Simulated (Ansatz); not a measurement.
This Ansatz (a first-principles code) input (CCSD(T)/def2-SVP) gives -683.87797 Eh with 56 basis functions. A basis named .json is the Basis Set Exchange file of that set (core-valence sets with the plain set on hydrogen).

Ansatz 0.2 input:
```yaml
crystal:
  periodic: [false, false, false]
  atoms:
    - {symbol: P, position_ang: [-1.02027206, -0.47127800, -0.05348212]}
    - {symbol: P, position_ang: [1.02027508, 0.47110689, 0.05491295]}
    - {symbol: H, position_ang: [-1.51764144, 0.25666815, 1.06041507]}
    - {symbol: H, position_ang: [-1.51478581, 0.48948324, -0.97567300]}
    - {symbol: H, position_ang: [1.52191029, -0.49872576, 0.96366793]}
    - {symbol: H, position_ang: [1.51047169, -0.24485897, -1.06987245]}
basis:
  gaussian:
    orbitals: def2-SVP
magnetization: {spin_polarized: false}
correlation: {method: ccsd_t, electrons: outside_noble_gas}
```

Change:
```diff
- orbitals: def2-SVP
+ orbitals: aug-cc-pV_D+d_Z.json
```

Problem. What does the run give now?

Solution. -684.13120 Eh (CCSD(T)/aug-cc-pV(D+d)Z, 100 functions), a change of -253.23 mEh.
